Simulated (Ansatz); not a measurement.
Compare A (`P[SiH]1CN1`) with its isomer B (`C[SiH]1NP1`).

Isolated molecules relaxed with PBE0-D4/def2-TZVP in Ansatz; ΔE leaves out vibrations. CBS: MP2 limit from def2 TZ/QZ plus the TZ coupled-cluster correction, frozen cores. DFT in def2-TZVPP. Each species was taken in one conformer, which may not be the lowest.

A:

Z-matrix (Å, degrees):
```
Si
C 1 1.830
N 1 1.724 2 49.7
P 1 2.235 2 125.1 3 102.3
H 1 1.484 2 117.0 3 -107.2
H 2 1.090 1 117.6 3 107.6
H 2 1.087 1 123.8 3 -101.2
H 3 1.009 1 125.3 2 -107.8
H 4 1.419 1 92.1 2 -43.5
H 4 1.422 1 93.1 2 -137.4
```

B:

```xyz
10

C     1.3865   -0.4270    0.4932
Si    0.0006   -0.0055   -0.6649
N    -1.1633    1.1272   -0.0960
P    -2.1246   -0.3680   -0.3282
H     2.1762    0.3270    0.4335
H     1.0170   -0.4651    1.5191
H     1.8223   -1.3960    0.2389
H     0.4325    0.0870   -2.0820
H    -1.5096    1.9685   -0.5284
H    -2.0375   -0.8482    1.0150
```

Problem. Which is lower in electronic energy at CCSD(T)/CBS, and by how much? (Best estimate.)

Solution. Computed: B, by 23.2 kcal/mol.

Problem. Give E(B) − E(A) in kcal/mol with CCSD(T)/def2-TZVPP, B2PLYP, ωB97M-V, CCSD/def2-TZVPP, PBE0-D4, r2SCAN-D4, MP2/def2-TZVPP. (An estimate is asked.)

Solution. Ansatz gave: CCSD(T)/def2-TZVPP -22.3, B2PLYP -23.0, ωB97M-V -23.1, CCSD/def2-TZVPP -22.3, PBE0-D4 -22.1, r2SCAN-D4 -22.9, MP2/def2-TZVPP -23.5. None reverses the order clearly.

Problem. Does the order hold for the free energy at 298.15 K (harmonic terms from PBE0-D4)? (An estimate is asked.)

Solution. Computed: Yes: G(B) − G(A) = -21.9 kcal/mol, for one conformer each.

Largest T1 diagnostic: 0.014.

At CCSD(T), def2-SVP lies +4.1 kcal/mol from the extrapolated value and def2-TZVPP +0.8 kcal/mol. From BLYP to BHLYP (50 % exact exchange), in def2-TZVPP and without D4, E(B) − E(A) moves by −1.2 kcal/mol.
